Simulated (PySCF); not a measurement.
Gas-phase reaction: TaBr5 + 5 HF → TaF5 + 5 HBr

Computed with PySCF and rigid-rotor harmonic-oscillator thermochemistry at 1 bar. † marks an energy on the PBE0/def2-TZVP geometry and frequencies. MP2 freezes the core. All species are closed-shell singlets. Ta: scalar-relativistic def2 core potential, no spin-orbit coupling. Br: all electrons, no relativistic terms. MP2 isn't extrapolated to the basis-set limit.

MP2/def2-TZVPP† gives ΔH°(298 K) = -88 kJ.

Q: What do PBE/def2-TZVP†, r2SCAN/def2-TZVP†, ωB97M-V/def2-TZVP† give?

A: PBE/def2-TZVP†: -210 kJ; r2SCAN/def2-TZVP†: -219 kJ; ωB97M-V/def2-TZVP†: -221 kJ. For scale, ΔH°(298 K) is -88 kJ at this level, -221 kJ at ωB97M-V/def2-TZVP†, and runs from -318 to -88 kJ over the 16 levels computed.
